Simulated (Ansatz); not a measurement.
Calculated with Ansatz (gas phase, PBE0-D4/def2-TZVP geometries, no zero-point term in ΔE). CCSD(T)/CBS adds triple-zeta CCSD(T) − MP2 to the extrapolated MP2 energy (def2 sets, frozen cores). For Ge outer-core shells are correlated without core-valence functions, which leaves a few kJ/mol of doubt a bond. Scalar relativity is left out up to krypton. Each species was taken in one conformer, which may not be the lowest.

Consider the formal exchange of groups at the Si–C bond: `[SiH3][CH]1[NH][GeH2]1` + `C[SiH](F)Cl` → `F[SiH](Cl)C[SiH3]` + `[CH2]1[NH][GeH2]1`.

`[SiH3][CH]1[NH][GeH2]1`:

Cartesian coordinates in Å:
```
Si 1.501 0.472 -0.645
C -0.118 0.517 0.272
N -0.284 -0.554 1.300
Ge -1.505 -0.763 -0.105
H 1.437 1.399 -1.809
H 2.638 0.877 0.228
H 1.748 -0.909 -1.135
H -0.505 1.507 0.520
H -0.697 -0.190 2.151
H -1.270 -2.006 -0.952
H -2.947 -0.349 0.175
```

`C[SiH](F)Cl`:

```xyz
8

C    -0.006    0.255    0.979
Si   -0.011   -0.325   -0.771
F    -1.515   -0.531   -1.257
Cl    0.843    1.081   -1.986
H    -0.482   -0.487    1.626
H     1.019    0.410    1.325
H    -0.548    1.198    1.072
H     0.701   -1.601   -0.989
```

`F[SiH](Cl)C[SiH3]`:

```xyz
11

F    -0.640    2.210    0.237
Si   -1.317    0.794   -0.041
Cl   -2.753    1.078   -1.470
C    -0.035   -0.393   -0.622
Si    1.437   -0.607    0.529
H    -1.993    0.367    1.201
H     0.324   -0.075   -1.607
H    -0.521   -1.366   -0.756
H     2.240    0.640    0.573
H     0.962   -0.923    1.903
H     2.294   -1.724    0.053
```

`[CH2]1[NH][GeH2]1`:

Cartesian coordinates in Å:
```
C -0.631 -0.706 0.217
N -0.791 0.760 0.181
Ge 1.011 0.257 -0.008
H -0.865 -1.155 1.178
H -0.988 -1.289 -0.629
H -1.224 1.068 -0.682
H 1.601 0.359 -1.411
H 1.888 0.705 1.154
```

```csv
species,CCSD/CBS(def2) energy (Eh)
`[SiH3][CH]1[NH][GeH2]1`,-2462.06190
`C[SiH](F)Cl`,-889.21739
`F[SiH](Cl)C[SiH3]`,-1179.49238
`[CH2]1[NH][GeH2]1`,-2171.78530
```

Task: Work out ΔE.

Result: ΔE = (-1179.49238) + (-2171.78530) − (-2462.06190) − (-889.21739) = 0.00161 Eh = +4.2 kJ/mol. CCSD(T)/CBS gives +4.8 kJ/mol.

Largest T1 diagnostic among the species: 0.013.
